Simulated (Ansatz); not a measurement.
Consider the ligand exchange at the Al–S bond: `[F][AlH][SH]` + dimethylamine → `C[N](C)[AlH][F]` + H₂S.

Computed with Ansatz on PBE0-D4/def2-TZVP structures; ΔE is electronic, products minus reactants. CCSD(T)/CBS adds triple-zeta CCSD(T) − MP2 to the extrapolated MP2 energy (def2 sets, frozen cores). This one scheme is used for every species. DFT in def2-TZVPP. One conformer a species, not always the lowest.

`[F][AlH][SH]`:

Z-matrix (Å, degrees):
```
Al
F 1 1.645
S 1 2.169 2 116.3
H 1 1.569 2 119.8 3 -180.0
H 3 1.345 1 91.6 2 179.9
```

`CNC`:

```xyz
10

C     0.924   -0.735   -0.258
N     0.349    0.588   -0.191
C    -1.053    0.572    0.156
H     1.993   -0.668   -0.466
H     0.462   -1.292   -1.079
H     0.787   -1.331    0.661
H     0.861    1.152    0.475
H    -1.621    0.086   -0.642
H    -1.426    1.594    0.250
H    -1.277    0.034    1.094
```

`C[N](C)[AlH][F]`:

Z-matrix (Å, degrees):
```
C
N 1 1.444
H 1 1.092 2 110.7
H 1 1.099 2 111.5 3 -120.1
H 1 1.099 2 111.4 3 120.1
C 2 1.443 1 112.9 3 -180.0
Al 2 1.762 1 124.3 3 0.0
H 6 1.094 2 110.9 1 180.0
H 6 1.099 2 111.6 1 -60.0
H 6 1.099 2 111.6 1 60.0
F 7 1.652 2 117.5 1 0.1
H 7 1.571 2 122.2 1 -179.9
```

H₂S:

```xyz
3

S     0.044    0.328   -0.524
H     0.112    0.643    0.778
H    -0.156   -0.971   -0.254
```

**Question.** Is it downhill or uphill in electronic energy at CCSD(T)/CBS, and by how much? (Best estimate.)

**Answer.** The calculation gave: Uphill: ΔE = +21.0 kJ/mol.

**Question.** What do these levels give: PBE-D4, B97M-V, ωB97M-V, B2PLYP, r2SCAN, MP2/def2-SVP? (An estimate is asked.)

**Answer.** Ansatz gave: PBE-D4 24.1, B97M-V 23.2, ωB97M-V 20.8, B2PLYP 20.4, r2SCAN 24.2, MP2/def2-SVP 13.2 kJ/mol.

Largest T1 diagnostic among the species: 0.012.

Leaving LDA and LC-ωPBE aside and taking each functional with its dispersion term where it has one, the values, not all of them listed here, spread over 11.5 kJ/mol, from BLYP-D4 to HSE06-D4. LDA lies −10.1 kJ/mol from PBE without D4. At CCSD(T), def2-SVP lies −8.3 kJ/mol from the extrapolated value and def2-TZVPP −3.3 kJ/mol. In def2-TZVPP, CCSD(T) changes the Hartree–Fock value by −11.5 kJ/mol (the triples alone add −0.8 kJ/mol) and MP2 by −11.5 kJ/mol.
